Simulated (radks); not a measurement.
The mean radii <r> (bohr) of the occupied orbitals of an atom or ion are listed with their occupations. All-electron calculation, scalar-relativistic Kohn-Sham, r2SCAN, spin-polarised, spherical densities, finite nucleus; meta-GGA in the generalised Kohn-Sham scheme; Fermi nuclear charge, rms radius of each element as measured or else 0.836 A^(1/3) + 0.57 fm. Program: a radial shooting solver on a logarithmic mesh with Libxc functionals.

| orbital | occ. | <r> |
|---|---|---|
| 1s up | 1 | 0.06091 |
| 1s down | 1 | 0.06090 |
| 2s up | 1 | 0.2791 |
| 2s down | 1 | 0.2782 |
| 2p up | 3 | 0.2472 |
| 2p down | 3 | 0.2463 |
| 3s up | 1 | 0.8405 |
| 3s down | 1 | 0.8503 |
| 3p up | 3 | 0.8851 |
| 3p down | 2 | 0.8983 |
| 3d up | 5 | 1.042 |
| 4s up | 1 | 2.501 |
| 4d up | 1 | 5.052 |

Name the element and its charge. Open shells, if any, are filled with parallel spins first.

Answer. Z = 25, manganese, charge +1: Mn+ in [Ne] 3s2 3p5 3d5 4s1 4d1. The 1s radius gives Z: for a bare nucleus <r> = (2 gamma + 1)/(2Z) with gamma = sqrt(1 - (Z/c)^2), 0.05933 bohr for Z = 25, and screening makes it slightly larger (0.06091 here). The occupations add up to 24, and the charge is Z minus that.
